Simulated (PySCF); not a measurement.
Isomers of C6H11NOSi2, from PySCF, PBE0-D3(BJ)/def2-SVP geometry optimisation, gas phase. One conformer each, no zero-point energy, no frequencies.

Problem. Which isomer lies lower at this level?
A. `[CH2:1]=[CH:2]/[C:3]([SiH3:4])=[C:5](/[SiH3:6])[O:7][CH2:8][C:9]#[N:10]` with C1–C2–C3–Si4 7°, C3–C5–O7–C8 -144°, C5–O7–C8–C9 151°: A = 1254, B = 607.0, C = 421.5 MHz, dipole 3.24 D
B. `[N:1]#[C:2]/[CH:3]=[CH:4]/[CH2:5][Si@@H:6]1[CH2:7][CH2:8][SiH2:9][O:10]1` with C3–C4–C5–Si6 78°, C4–C5–Si6–C7 46°, C5–Si6–C7–C8 -138°, Si6–C7–C8–Si9 32°, C7–C8–Si9–O10 -28°, C8–Si9–O10–Si6 13°: A = 1358, B = 671.7, C = 550.9 MHz, dipole 4.79 D

Solution. B. That is `C(=C\C#N)/C[Si@H]1O[SiH2]CC1`, 105.3 kcal/mol below the other.

```csv
SMILES,mapped SMILES,E (Eh),relative (kcal/mol),relative (kJ/mol),dipole (D)
N#C/C=C/C[Si@@H]1CC[SiH2]O1,[N:1]#[C:2]/[CH:3]=[CH:4]/[CH2:5][Si@@H:6]1[CH2:7][CH2:8][SiH2:9][O:10]1,-943.18145,0.0,0.0,4.79
C=C/C([SiH3])=C(/[SiH3])OCC#N,[CH2:1]=[CH:2]/[C:3]([SiH3:4])=[C:5](/[SiH3:6])[O:7][CH2:8][C:9]#[N:10],-943.01370,105.3,440.4,3.24
```

As drawn, the lower has an Si–O bond, which the higher lacks.
